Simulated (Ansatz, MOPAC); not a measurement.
Species: BHF (charge +1, singlet). SMILES of the parent species: [BH]F

Atoms: B1, F2, H3. Bonds: B1-F2, B1-H3.

Bond lengths (Å) and angles (degrees) optimised at AM1 with MOPAC; PM3 with MOPAC; PM6 with MOPAC; HF/3-21G with Ansatz (an electronic-structure program); B3LYP/LANL2DZ with Ansatz; B3LYP/6-31G* with Ansatz, each started from the B3LYP-D3(BJ)/def2-TZVP structure (Ansatz) of the last column. A row stands for all coordinates that are equal there. 6-31G* holds six Cartesian d functions. No wavenumbers were computed at B3LYP/LANL2DZ, so these may be saddle points.

```json
[
 {"coordinate": "B1-F2", "AM1": "1.248", "PM3": "1.244", "PM6": "1.247", "HF/3-21G": "1.252", "B3LYP/LANL2DZ": "1.266", "B3LYP/6-31G*": "1.221", "B3LYP-D3(BJ)/def2-TZVP": "1.214"},
 {"coordinate": "B1-H3", "AM1": "1.190", "PM3": "1.198", "PM6": "1.163", "HF/3-21G": "1.165", "B3LYP/LANL2DZ": "1.172", "B3LYP/6-31G*": "1.180", "B3LYP-D3(BJ)/def2-TZVP": "1.176"},
 {"coordinate": "F2-B1-H3", "AM1": "180.0", "PM3": "180.0", "PM6": "180.0", "HF/3-21G": "180.0", "B3LYP/LANL2DZ": "180.0", "B3LYP/6-31G*": "180.0", "B3LYP-D3(BJ)/def2-TZVP": "180.0"}
]
```

Mean signed difference of all 2 bond lengths from B3LYP-D3(BJ)/def2-TZVP: AM1 0.024 Å, PM3 0.026 Å, PM6 0.010 Å, HF/3-21G 0.013 Å, B3LYP/LANL2DZ 0.024 Å, B3LYP/6-31G* 0.005 Å.
